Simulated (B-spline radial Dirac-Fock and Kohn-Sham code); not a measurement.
**Dipole and non-dipole photoemission parameters of Gd⁺ 3d5/2**

System: the Gd⁺ ion, 1s2 2s2 2p6 3s2 3p6 3d10 4s2 4p6 4d10 4f7 5s2 5p6 5d1 6s1; threshold 1205.9 eV (orbital energy of the model). These are calculated numbers from a radial finite-basis atomic code; the model is Dirac-Hartree-Slater photoionisation with a Latter tail; cross sections with all multipoles, angular parameters from the dipole term and its interference with E2.

For linearly polarised light dσ/dΩ = σ/(4π) [1 + β P₂(cos θ) + (δ + γ cos²θ) sin θ cos φ], with θ from the polarisation vector and φ the angle between the beam and the projection of the electron momentum on the plane normal to the polarisation.

| hν (eV) | σ (kb) | β | γ | δ |
| --- | --- | --- | --- | --- |
| 1320 | 849 | 0.442 | -0.074 | -0.007 |
| 1330 | 833 | 0.457 | -0.080 | -0.007 |
| 2000 | 294 | 1.085 | -0.068 | 0.030 |
| 2890 | ? | ? | ? | ? |
| 2984.4 | 93.3 | 1.222 | 0.283 | 0.067 |
| 3990 | 38.3 | 1.209 | 0.591 | 0.095 |
| 4460 | 26.8 | 1.190 | 0.713 | 0.107 |
| 5130 | 17.0 | 1.158 | 0.867 | 0.125 |
| 5410 | 14.3 | 1.143 | 0.924 | 0.132 |
| 5414.7 | 14.2 | 1.143 | 0.925 | 0.132 |
| 5970 | 10.3 | 1.114 | 1.029 | 0.146 |
| 6000 | 10.1 | 1.112 | 1.034 | 0.147 |
| 6680 | 7.02 | 1.076 | 1.147 | 0.165 |
| 8820 | 2.67 | 0.974 | 1.432 | 0.220 |
| 12000 | 0.877 | 0.852 | 1.720 | 0.301 |
| 15000 | 0.382 | 0.761 | 1.911 | 0.374 |

Question: Give the values at 2890 eV.

Answer: σ = 103 kb, β = 1.219, γ = 0.250, δ = 0.064.
